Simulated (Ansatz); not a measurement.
The cluster Hf₂N₂, relaxed as a singlet with RKS r2SCAN-D4/def2-TZVP in Ansatz, starting from the GFN2-xTB geometry. Force threshold 0.02 eV/Å.

In the def2 sets Hf takes a core potential; there is no spin–orbit coupling. The relaxation made no stability test and no search for a lower SCF solution. No other spin state of charge 0 was run. The structure comes from a short search, and lower isomers may exist.

Start:

Cartesian coordinates in Å:
```
Hf 0.7614 1.1901 -0.1992
Hf -0.7549 -1.1941 0.1997
N -0.0149 -0.2255 -1.4049
N 0.0084 0.2295 1.4045
```

**Question.** Estimate the energy that the relaxation releases and the steps that it takes.

**Answer.** 43.5 kJ/mol, in 4 steps; 9.5 s on 4 threads of Arm Neoverse V1 on a shared host. No frequencies were taken in this run, so the end may be a saddle point.

**Question.** Does the start keep its bonding and symmetry?

**Answer.** By distances, no bond broke or formed. The bond that changes most is Hf1–N4, from 2.02 to 1.92 Å (atoms count from 1). The end is the same structure that another start reached, the lowest one found. Point group D2h at the start, D2h at the end, both within 0.05 Å.

**Question.** Predict the relaxed structure.

**Answer.** 
```xyz
4

Hf    0.741    1.161   -0.194
Hf   -0.737   -1.164    0.195
N    -0.013   -0.210   -1.305
N     0.009    0.213    1.305
```
Bond lengths (bridged metal pairs left out): 4 × Hf–N 1.92 Å.
